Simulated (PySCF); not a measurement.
## Highest orbital energy against ionisation energy along the 4p block

Calculated with PySCF 2.14, no spin-orbit coupling. Each cell gives −ε(HOMO) / ΔSCF in eV; NIST values include spin-orbit coupling, (s) semi-empirical, (t) theoretical.

| species | UHF | LDA | PBE | PBE0 | r2SCAN | NIST (lowest levels) |
| --- | --- | --- | --- | --- | --- | --- |
| Ga (aug-cc-pwCVTZ-PP with ECP10MDF, ECP) | 5.829 / 5.536 | 2.916 / 6.010 | 2.926 / 5.935 | 3.753 / 5.963 | 3.178 / 6.098 | 5.999 |
| Ge (aug-cc-pwCVTZ-PP with ECP10MDF, ECP) | 7.892 / 7.402 | 4.387 / 7.970 | 4.369 / 7.855 | 5.372 / 7.894 | 4.683 / 8.028 | 7.899 |
| As (aug-cc-pwCVTZ-PP with ECP10MDF, ECP) | 10.044 / 9.408 | 5.939 / 9.982 | 5.904 / 9.847 | 7.082 / 9.914 | 6.301 / 10.067 | 9.789 |
| Se (aug-cc-pwCVTZ-PP with ECP10MDF, ECP) | 9.462 / 8.547 | 5.791 / 9.855 | 5.697 / 9.615 | 6.852 / 9.608 | 5.982 / 9.662 | 9.752 |
| Br (aug-cc-pwCVTZ-PP with ECP10MDF, ECP) | 11.782 / 10.714 | 7.537 / 12.032 | 7.415 / 11.756 | 8.732 / 11.769 | 7.747 / 11.836 | 11.814 |
| Kr (aug-cc-pwCVTZ-PP with ECP10MDF, ECP) | 14.244 / 13.043 | 9.369 / 14.288 | 9.231 / 13.994 | 10.724 / 14.045 | 9.647 / 14.127 | 14.000 |

**Question.** How far is −ε(HOMO) from ΔSCF on average for each method, and why?

**Answer.** UHF 0.77 eV; LDA -4.03 eV; PBE -3.91 eV; PBE0 -2.78 eV; r2SCAN -3.71 eV. Hartree-Fock orbital energies lack relaxation and so exceed the ΔSCF value; semilocal functionals have convex E(N) from self-interaction, so their HOMO lies far too high; exact exchange moves hybrids part of the way back.
